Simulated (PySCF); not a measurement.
**Radial density of Al(3+) (aluminium, charge +3)**

M06-L, [Ne], closed-shell 1S. Calculation: PySCF 2.14, in pcseg-2; no relativity, point nucleus.

| r (bohr) | 4πr²ρ (e/bohr) |
| --- | --- |
| 0.00156 | 0.04131 |
| 0.00263 | 0.1140 |
| 0.00442 | 0.3071 |
| 0.00744 | 0.8039 |
| 0.0125 | 1.992 |
| 0.0211 | 4.519 |
| 0.0354 | 8.818 |
| 0.0596 | 13.45 |
| 0.100 | 13.96 |
| 0.169 | 9.567 |
| 0.283 | 9.766 |
| 0.477 | 12.56 |
| 0.802 | 6.389 |
| 1.35 | 0.7895 |
| 2.27 | 0.009337 |
